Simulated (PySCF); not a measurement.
**Löwdin shares of the frontier orbitals**

Compound: C7H6NO (charge +1).
Geometry (PBE0-D3(BJ)/def2-SVP, Å), atoms numbered from 1 in this order:
```xyz
15
C7H6NO angstrom
O     -2.9944    0.4884    3.7987
C     -2.5661    0.2900    2.7840
C     -1.9298    0.0537    1.5262
C     -0.4275    0.2284    1.7502
C      0.3546   -0.8658    2.1164
C      1.7230   -0.6449    2.2972
N      2.2925    0.5454    2.1524
C      1.5358    1.5809    1.8096
C      0.1569    1.4851    1.6010
H     -2.2152   -0.9651    1.2005
H     -2.3577    0.7739    0.8024
H     -0.0624   -1.8681    2.2420
H      2.3790   -1.4775    2.5730
H      2.0405    2.5457    1.6922
H     -0.4186    2.3683    1.3128
```

The calculation used TDDFT PBE0/def2-SVPD, vertical, gas phase, core orbitals frozen in the response in PySCF 2.14.0, density-fitted response routines.

Kohn–Sham orbitals with the atoms that hold most of them (Löwdin shares over 4%, at most four atoms; ? is withheld):

```csv
orbital,ε (eV),atoms
LUMO+2,-5.30,"C4 24%, N7 19%, C9 11%, C5 10%"
LUMO+1,-7.77,"C2 44%, O1 33%, C3 12%, H11 5%"
LUMO,-7.79,"C2 42%, O1 31%, C3 9%, C4 6%"
HOMO,-11.44,?
HOMO-1,-12.03,?
HOMO-2,-13.02,"N7 27%, C4 26%, C9 10%, C5 10%"
HOMO-3,-14.77,"C6 16%, C8 16%, C4 10%, C5 10%"
```

Which atoms hold the HOMO, and with what shares?

N7 (bonded to 2 C) 62%; C6 (bonded to C, N and H) 10%; C8 (bonded to C, N and H) 10%; C5 (bonded to 2 C and H) 5%. By element: nitrogen 62%, carbon 25% or more.

Which atoms hold the HOMO-1, and with what shares?

C5 (bonded to 2 C and H) 22%; C9 (bonded to 2 C and H) 22%; C8 (bonded to C, N and H) 19%; C6 (bonded to C, N and H) 19%.

How does S1 compare with the orbital gap of 3.65 eV?

S1 is at 2.79 eV (f = 0.0071), 0.85 eV below the gap, made of HOMO→LUMO (98%). Without the coupling terms of the response equations the lowest excitation would equal the gap.

Next come S2 at 2.89 eV (f 0.0000), HOMO→LUMO+1 (99%); S3 at 3.28 eV (f 0.0053), HOMO-1→LUMO (99%); S4 at 3.36 eV (f 0.011), HOMO-1→LUMO+1 (98%); S5 at 4.15 eV (f 0.0000), HOMO-2→LUMO+1 (99%).

Löwdin shares depend on the basis, the more so with diffuse functions.

The run took 43 s of wall time on an Arm Neoverse V1 with one thread, shared host with 32 logical CPUs at a one-minute load of 13, and the process peaked at 0.98 GiB of memory.

One conformer stands for the species.
